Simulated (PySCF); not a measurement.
Excitations are Tamm–Dancoff values on a coarser integration grid. The basis has no diffuse functions, so Rydberg states are missing or too high.

# CH2BN, SMILES `BC#N` (charge 0, multiplicity 1)

The numbers are results of PBE-D3(BJ)/def2-TZVP (PySCF), not measurements.

```json
{
  "HOMO": "-8.34 eV",
  "dipole_moment": "2.54 D",
  "LUMO": "-4.39 eV",
  "HOMO–LUMO gap": "3.95 eV",
  "S1 excitation (TDA)": "4.06 eV",
  "S1 oscillator strength": "0.000",
  "brightest of the four lowest singlets (TDA)": "6.01 eV",
  "T1 excitation (TDA)": "3.64 eV",
  "S1–T1 gap (TDA)": "0.42 eV",
  "total_energy": "-118.7535 Ha",
  "cost": "about 40 core-seconds (a rough figure)"
}
```

```xyz
5

B     -0.6097     0.0060     0.0082
C      0.9103    -0.0090    -0.0123
N      2.0784    -0.0206    -0.0280
H     -1.1999    -1.0336     0.0138
H     -1.1791     1.0572     0.0184
```
Charge 0, spin multiplicity 1.
